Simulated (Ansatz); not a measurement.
Reaction (cleavage of the B–Si bond): `ClB(Cl)[Si](Cl)(Cl)Cl` + H–F → `FB(Cl)Cl` + trichlorosilane

Program: Ansatz. Geometries: PBE0-D4/def2-TZVP. ΔE: electronic, gas phase. CBS: MP2 limit from def2 TZ/QZ plus the TZ coupled-cluster correction, frozen cores. This one scheme is used for every species. DFT in def2-TZVPP. B3LYP here is the variant with VWN-RPA as its local correlation; programs differ in this. HSE06 is defined as in plane-wave codes. Each species was taken in one conformer, which may not be the lowest.

```
             level  ΔE (kJ/mol)  difference from CCSD(T)/CBS
           BLYP-D4       -139.2                          0.7
          B3LYP-D4       -144.8                         -4.9
        r2SCANh-D4       -151.4                        -11.5
          HSE06-D4       -137.4                          2.5
            B2PLYP       -157.8                        -17.9
               PBE       -144.0                         -4.1
            revPBE       -145.8                         -5.9
            r2SCAN       -154.8                        -14.9
           r2SCAN0       -156.3                        -16.4
       HF/def2-SVP       -194.0                        -54.1
      MP2/def2-SVP       -168.7                        -28.8
     HF/def2-TZVPP       -184.8                        -44.9
    MP2/def2-TZVPP       -143.6                         -3.7
CCSD(T)/def2-TZVPP       -146.9                         -7.0
     HF/def2-QZVPP       -186.5                        -46.6
SCS-MP2/def2-QZVPP       -148.3                         -8.4
       CCSD(T)/CBS       -139.9                            0
```

Largest T1 diagnostic among the species: 0.012.

From BLYP to BHLYP (50 % exact exchange), in def2-TZVPP and without D4, ΔE moves by −9.0 kJ/mol. Leaving LDA and LC-ωPBE aside and taking each functional with its dispersion term where it has one, the values, not all of them listed here, spread over 32.1 kJ/mol, from B2PLYP to revPBE-D4. At CCSD(T), def2-SVP lies −27.3 kJ/mol from the extrapolated value and def2-TZVPP −7.0 kJ/mol.

CCSD(T)/CBS has its own doubt, a few kJ/mol and more with outer-core shells, so smaller differences from it don't rank the levels.
